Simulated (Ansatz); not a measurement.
Steps of a relaxation of CH$_{8}$O$_{4}$Si$_{2}$ (`O[SiH2]C[Si](O)(O)O`) with RKS PBE0-D4/def2-TZVP.

```sh
$ ansatz run in.yaml --threads 2 --pin off --events-out ev --progress --plain --max-ram 32768MiB --backend cuda --devices 0, --max-vram 18GiB
```

```yaml
crystal:
  periodic: [false, false, false]
  atoms:
    - {symbol: O, position_ang: [-0.458370, 2.073180, 1.161860]}
    - {symbol: Si, position_ang: [-1.442040, 1.371050, 0.082670]}
    - {symbol: C, position_ang: [-1.056240, -0.487860, -0.040380]}
    - {symbol: Si, position_ang: [0.799690, -0.808070, -0.174190]}
    - {symbol: O, position_ang: [1.292970, -2.344350, 0.042670]}
    - {symbol: O, position_ang: [1.380680, -0.364780, -1.635730]}
    - {symbol: O, position_ang: [1.495580, 0.044080, 1.042440]}
    - {symbol: H, position_ang: [0.353770, 1.609580, 1.378950]}
    - {symbol: H, position_ang: [-2.798420, 1.598540, 0.570910]}
    - {symbol: H, position_ang: [-1.233910, 1.992420, -1.235240]}
    - {symbol: H, position_ang: [-1.577120, -0.920310, -0.891260]}
    - {symbol: H, position_ang: [-1.448140, -0.987480, 0.843130]}
    - {symbol: H, position_ang: [1.203270, -2.956990, -0.679740]}
    - {symbol: H, position_ang: [1.238450, 0.524200, -1.946070]}
    - {symbol: H, position_ang: [2.249840, -0.343200, 1.479970]}
basis:
  gaussian: {orbitals: def2-TZVP}
hamiltonian: {xc: pbe0, dispersion: d4}
relax: {f_tol: 0.005, max_steps: 150}
```

Positions (Å) and forces (eV/Å) along the path, 9 of 13 steps:

```xyz
15
step=1 energy=-25105.3050 eV
O    -0.458    2.073    1.162    0.236    0.461    0.478
Si   -1.442    1.371    0.083    0.192   -0.873    0.007
C    -1.056   -0.488   -0.040    0.711    0.469   -0.072
Si    0.800   -0.808   -0.174   -0.694    0.054   -0.122
O     1.293   -2.344    0.043   -0.034   -0.005    0.325
O     1.381   -0.365   -1.636    0.038   -0.236   -0.032
O     1.496    0.044    1.042   -0.183    0.200    0.172
H     0.354    1.610    1.379    0.221   -0.140    0.036
H    -2.798    1.599    0.571   -0.526    0.069   -0.051
H    -1.234    1.992   -1.235   -0.078    0.084   -0.407
H    -1.577   -0.920   -0.891   -0.041   -0.044   -0.291
H    -1.448   -0.987    0.843    0.016   -0.041    0.276
H     1.203   -2.957   -0.680    0.003   -0.204   -0.265
H     1.238    0.524   -1.946   -0.087    0.281   -0.110
H     2.250   -0.343    1.480    0.224   -0.076    0.057
15
step=2 energy=-25105.3635 eV
O    -0.459    2.083    1.192    0.102    0.243    0.274
Si   -1.431    1.365    0.099   -0.016   -0.409   -0.159
C    -1.033   -0.477   -0.039    0.321    0.202    0.042
Si    0.797   -0.812   -0.174   -0.353    0.089   -0.107
O     1.274   -2.356    0.044   -0.050   -0.073    0.108
O     1.369   -0.367   -1.640    0.060   -0.069   -0.067
O     1.492    0.038    1.050   -0.016    0.054    0.183
H     0.361    1.626    1.411    0.033   -0.083   -0.043
H    -2.829    1.595    0.523   -0.110   -0.005   -0.004
H    -1.245    1.970   -1.247    0.016    0.042   -0.118
H    -1.548   -0.903   -0.904   -0.031    0.017   -0.061
H    -1.416   -0.978    0.854    0.001   -0.036    0.072
H     1.192   -2.967   -0.687    0.026   -0.025   -0.074
H     1.214    0.523   -1.954   -0.057    0.051   -0.013
H     2.262   -0.343    1.473    0.075    0.002   -0.032
15
step=3 energy=-25105.3803 eV
O    -0.478    2.082    1.224    0.011    0.105    0.090
Si   -1.419    1.360    0.094   -0.094   -0.035   -0.028
C    -1.015   -0.465   -0.028   -0.011   -0.014    0.031
Si    0.791   -0.810   -0.170    0.033    0.032   -0.048
O     1.251   -2.363    0.046   -0.042   -0.068   -0.007
O     1.355   -0.370   -1.643    0.065    0.000   -0.052
O     1.495    0.033    1.059    0.037   -0.053    0.105
H     0.346    1.629    1.444   -0.046   -0.037   -0.071
H    -2.842    1.573    0.474    0.068    0.012   -0.025
H    -1.211    1.967   -1.259    0.033   -0.012    0.051
H    -1.535   -0.883   -0.897   -0.008   -0.009    0.031
H    -1.394   -0.968    0.870   -0.008    0.018   -0.037
H     1.185   -2.965   -0.697    0.033    0.056    0.014
H     1.181    0.516   -1.965   -0.035   -0.044    0.027
H     2.291   -0.335    1.449   -0.034    0.049   -0.082
15
step=5 energy=-25105.3982 eV
O    -0.525    2.074    1.286   -0.006    0.014    0.007
Si   -1.410    1.367    0.098   -0.063   -0.016    0.084
C    -1.018   -0.460   -0.018    0.034    0.022   -0.003
Si    0.788   -0.820   -0.163   -0.089   -0.029   -0.061
O     1.223   -2.380    0.051    0.009   -0.032   -0.005
O     1.357   -0.397   -1.640    0.045    0.016   -0.028
O     1.485    0.022    1.069    0.021   -0.016    0.049
H     0.310    1.629    1.480   -0.010   -0.005   -0.015
H    -2.845    1.596    0.409    0.035    0.016   -0.021
H    -1.124    1.981   -1.234    0.034   -0.001   -0.012
H    -1.543   -0.873   -0.887    0.005   -0.030    0.019
H    -1.399   -0.963    0.878   -0.024    0.023   -0.014
H     1.251   -2.948   -0.720    0.016    0.044    0.006
H     1.115    0.462   -1.993   -0.009   -0.041    0.022
H     2.336   -0.290    1.384    0.001    0.037   -0.026
15
step=6 energy=-25105.4043 eV
O    -0.559    2.061    1.340   -0.069   -0.071   -0.078
Si   -1.404    1.371    0.109    0.074    0.096   -0.010
C    -1.026   -0.457   -0.008   -0.048   -0.028    0.020
Si    0.774   -0.833   -0.160   -0.031   -0.015   -0.004
O     1.204   -2.395    0.050    0.045   -0.181   -0.242
O     1.354   -0.417   -1.637   -0.027    0.083   -0.037
O     1.464    0.012    1.076    0.394   -0.081    0.104
H     0.283    1.621    1.517   -0.001    0.010    0.011
H    -2.847    1.637    0.347    0.060   -0.010   -0.007
H    -1.029    1.971   -1.214   -0.020    0.008    0.051
H    -1.555   -0.875   -0.872   -0.009   -0.006    0.012
H    -1.412   -0.953    0.890   -0.006   -0.017    0.001
H     1.324   -2.928   -0.745   -0.035    0.180    0.230
H     1.061    0.418   -2.012    0.033   -0.088    0.044
H     2.367   -0.234    1.318   -0.359    0.120   -0.094
15
step=7 energy=-25105.4003 eV rejected
O    -0.583    2.053    1.359    0.028   -0.053    0.078
Si   -1.382    1.376    0.097   -0.080    0.023   -0.006
C    -1.040   -0.461    0.012   -0.011   -0.121    0.053
Si    0.757   -0.852   -0.168   -0.016    0.113   -0.027
O     1.177   -2.416    0.039   -0.007   -0.004   -0.037
O     1.332   -0.459   -1.656   -0.013    0.002    0.037
O     1.461    0.023    1.040   -0.028   -0.001    0.022
H     0.202    1.558    1.627    0.045    0.066   -0.075
H    -2.822    1.670    0.279   -0.062   -0.013   -0.004
H    -0.967    1.977   -1.207    0.060    0.004   -0.015
H    -1.603   -0.903   -0.818    0.054    0.033    0.015
H    -1.402   -0.931    0.936    0.006    0.054   -0.058
H     1.360   -2.901   -0.768    0.015   -0.056    0.003
H     1.125    0.411   -2.003   -0.014   -0.030    0.013
H     2.385   -0.146    1.232    0.022   -0.019    0.001
15
step=9 energy=-25105.4102 eV
O    -0.604    2.037    1.385   -0.013    0.003    0.015
Si   -1.386    1.368    0.107    0.031   -0.016   -0.020
C    -1.034   -0.468    0.010   -0.016   -0.016   -0.001
Si    0.766   -0.842   -0.162   -0.023    0.053    0.010
O     1.201   -2.404    0.039    0.003    0.003   -0.001
O     1.335   -0.431   -1.646   -0.008   -0.024   -0.009
O     1.465    0.024    1.055    0.026   -0.031   -0.002
H     0.246    1.621    1.576    0.005   -0.005   -0.012
H    -2.832    1.658    0.270    0.004    0.002    0.001
H    -0.933    1.969   -1.188   -0.007    0.010    0.002
H    -1.573   -0.896   -0.842   -0.009    0.001   -0.001
H    -1.413   -0.948    0.918    0.003    0.005   -0.013
H     1.326   -2.918   -0.760    0.011   -0.003    0.005
H     1.055    0.405   -2.021   -0.008    0.006    0.019
H     2.381   -0.175    1.258    0.002    0.013    0.007
15
step=12 energy=-25105.4110 eV
O    -0.608    2.024    1.399   -0.001   -0.001   -0.001
Si   -1.381    1.368    0.108   -0.001    0.002    0.000
C    -1.040   -0.470    0.008    0.000    0.000   -0.001
Si    0.760   -0.844   -0.163    0.001   -0.001    0.000
O     1.200   -2.404    0.045    0.000   -0.001    0.000
O     1.320   -0.441   -1.652   -0.001    0.001    0.001
O     1.465    0.029    1.047   -0.001    0.000   -0.001
H     0.247    1.613    1.580    0.001    0.000    0.001
H    -2.826    1.667    0.260    0.000    0.000    0.000
H    -0.913    1.976   -1.178    0.001    0.000    0.000
H    -1.578   -0.895   -0.847    0.000    0.001    0.000
H    -1.425   -0.948    0.915    0.000   -0.001    0.002
H     1.353   -2.915   -0.751    0.000    0.000    0.000
H     1.043    0.401   -2.017    0.000    0.001    0.000
H     2.384   -0.162    1.246    0.001    0.000    0.000
15
step=13 energy=-25105.4110 eV
O    -0.610    2.023    1.401    0.000    0.001    0.000
Si   -1.380    1.368    0.108    0.002   -0.004    0.001
C    -1.040   -0.470    0.008   -0.001    0.000    0.000
Si    0.759   -0.844   -0.163    0.001    0.000   -0.001
O     1.200   -2.404    0.046   -0.001    0.001    0.001
O     1.318   -0.442   -1.653    0.000    0.001    0.000
O     1.465    0.030    1.046   -0.002    0.000    0.000
H     0.245    1.613    1.582    0.000    0.000    0.000
H    -2.825    1.668    0.257    0.000    0.001   -0.001
H    -0.908    1.975   -1.177   -0.001    0.001    0.000
H    -1.578   -0.895   -0.846    0.001    0.000    0.000
H    -1.425   -0.948    0.915    0.000    0.000    0.000
H     1.354   -2.914   -0.750    0.000   -0.001   -0.001
H     1.041    0.401   -2.017    0.000    0.000    0.000
H     2.384   -0.160    1.244    0.001    0.000    0.000
```

Hardware: 2 threads of an AMD EPYC 7R13 on a shared host and a share of an NVIDIA H100 80 GB. Wall time 42 s, peak host memory 0.9 GiB.
